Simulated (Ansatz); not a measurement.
**What each rung costs, and what it gives**

The pair of Ag⁺ (SMILES [Ag+], atom 1) and SbH₃ (SMILES [SbH3], atoms 2–5), both closed shells, in one local arrangement (a lower one may exist), relaxed at PBE0-D4/def2-TZVP:

```xyz
5
angstrom
Ag -0.0185 0.5324 -2.4992
Sb 0.0006 -0.0172 0.0809
H -1.2253 -1.0164 0.6352
H -0.1247 1.2924 1.1190
H 1.3678 -0.7913 0.6641
```

Interaction energies are counterpoise-corrected; the time is that of the whole pair.

Computed with Ansatz 0.2.0 (basis: as named in each row); correlated methods freeze the cores. Filled d shells of the heavier atoms are correlated. Core potentials replace the inner electrons of the atoms past krypton. The def2 sets are not built for correlating such inner shells, so the correlated values are less sure here. B3LYP uses VWN-RPA correlation. Extrapolation: Hartree–Fock as exp(−7.88 √X), correlation as X^−2.97.

Times are rough, for one single point on 4 threads of a shared host (AMD EPYC 7R43).

The estimate by CCSD(T) at an estimated basis limit (MP2 extrapolated from triple and quadruple zeta, plus CCSD(T) − MP2 in triple zeta) is -2.055 eV.

```csv
method,basis,time (s),interaction energy (eV),method less estimate
SPW92,def2-SVP,under 1,-2.899,-0.844
PBE-D4,def2-SVP,under 1,-2.399,-0.344
PBE0-D4,def2-SVP,under 1,-2.151,-0.097
revPBE-D4,def2-TZVPPD,under 1,-2.214,-0.159
PBE-D4,def2-TZVPPD,1,-2.418,-0.363
BLYP-D4,def2-TZVPPD,1,-2.314,-0.260
PBE0-D4,def2-TZVPPD,1,-2.170,-0.115
HSE06-D4,def2-TZVPPD,2,-2.170,-0.115
B3LYP-D4,def2-TZVPPD,2,-2.153,-0.098
r2SCAN-D4,def2-TZVPPD,2,-2.326,-0.271
CCSD(T),def2-SVP,2,-1.698,0.356
B2PLYP,def2-TZVPPD,3,-2.007,0.048
wB97M-V,def2-SVP,3,-1.963,0.092
wB97X-V,def2-TZVPPD,4,-2.003,0.051
B97M-V,def2-TZVPPD,4,-2.187,-0.133
wB97M-V,def2-TZVPPD,4,-1.968,0.086
MP2,def2-QZVPPD,6,-2.119,-0.064
CCSD(T),def2-TZVPPD,41,-1.818,0.236
```

No T1 diagnostic of these runs exceeds 0.014.
